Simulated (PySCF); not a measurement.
ISeN: from structure and modes to constants

All numbers come from PBE0 in PySCF with Se def2-TZVP, N def2-TZVP, I def2-TZVP with ECP28; scalar-relativistic core potentials, no spin–orbit coupling; density-fitted integrals.

The singlet minimum has Cs symmetry. Masses (u): Se 79.91652, N 14.00307, I 126.90447.

```xyz
3
charge 0 multiplicity 1, angstrom
Se   -1.2057    0.0000   -0.8681
N    -2.5626    0.0000   -0.0099
I     1.0424    0.0000    0.5479
```

Harmonic wavenumbers (cm⁻¹): 171.0 (a', ×1), 236.3 (a', ×1), 1096.6 (a', ×1).

Question: Find the principal moments of inertia and the rotational constants. What kind of rotor is it?

Answer: About the centre of mass I = 22.613, 421.73, 444.34 u Å². With B = 16.8576/I this gives 0.7455, 0.03997, 0.03794 cm⁻¹. The molecule is an asymmetric top with κ = -0.99.

Question: What is the harmonic zero-point energy?

Answer: Half the sum of all 3 wavenumbers, 1504/2 = 752 cm⁻¹, which is 9.0 kJ/mol (1 cm⁻¹ = 0.0119627 kJ/mol).

Question: Find the vibrational entropy and heat capacity at 298.15 K.

Answer: With u = 1.43878 ω/T, each mode gives S = R[u/(eᵘ−1) − ln(1−e⁻ᵘ)] and C = R u² eᵘ/(eᵘ−1)².
| ω (cm⁻¹) | u | S (J/(mol K)) | C (J/(mol K)) |
| --- | --- | --- | --- |
| 171.0 | 0.825 | 10.14 | 7.86 |
| 236.3 | 1.140 | 7.66 | 7.47 |
| 1096.6 | 5.292 | 0.26 | 1.18 |
The sums over all modes are S = 18.1 and C = 16.5 J/(mol K); the softest mode gives 56 % of the entropy.

Question: Give the standard entropy (298.15 K, 1 bar) by its translational, rotational, vibrational and spin parts, and Cp.

Answer: Sackur–Tetrode with M = 220.82 u gives 176.2; rotation with symmetry number 1 gives 112.0; vibration 18.1; spin R ln 1 = 0.0. The total is 306.2 J/(mol K), and Cp = 4 R + 16.5 = 49.8 J/(mol K).

Other isomers or separated fragments may lie lower.
